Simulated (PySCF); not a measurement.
revPBE on La (lanthanum, neutral), [Xe] 5d1 6s2, 2D determinant. All numbers are calculated (PySCF 2.14, scalar relativity by spin-free X2C-1e, in x2c-TZVPPall with one added diffuse shell each of s, p, d type (12s8p8d3f1g, 106 functions)).

```
cycle= 1 E= -8492.33259209169  delta_E= -0.018  |g|= 0.0923  |ddm|= 1.07
cycle= 2 E= -8492.33795061383  delta_E= -0.00536  |g|= 0.0952  |ddm|= 0.752
cycle= 3 E= -8492.34512632677  delta_E= -0.00718  |g|= 0.0185  |ddm|= 0.387
cycle= 4 E= -8492.34581143913  delta_E= -0.000685  |g|= 0.0104  |ddm|= 0.122
cycle= 5 E= -8492.34596739919  delta_E= -0.000156  |g|= 0.00152  |ddm|= 0.0651
cycle= 6 E= -8492.34596758846  delta_E= -1.89e-07  |g|= 0.00111  |ddm|= 0.00625
cycle= 7 E= -8492.34596870139  delta_E= -1.11e-06  |g|= 0.000161  |ddm|= 0.00571
cycle= 8 E= -8492.345968724  delta_E= -2.26e-08  |g|= 1.99e-05  |ddm|= 0.000755
cycle= 9 E= -8492.34596872444  delta_E= -4.4e-10  |g|= 1.42e-06  |ddm|= 0.000106
converged SCF energy = -8492.34596872444  <S^2> = 1.4978444  2S+1 = 2.6441214
```

Highest occupied orbital energy: -3.230 eV; ⟨L²⟩ = 9.12; populations by l: s 11.48, p 24.00, d 21.51, f 0.00.

**Question.** Can this result be used?

**Answer.** Not for this state. Self-consistency was reached. ⟨L²⟩ = 9.12 against 6 for a pure D term, so this real determinant mixes terms. Spin-orbit coupling, absent here, splits the open shell strongly. ⟨S²⟩ = 1.50 against 0.75 shows spin contamination. The s, p, d and f populations moved away from the nominal configuration during the SCF.
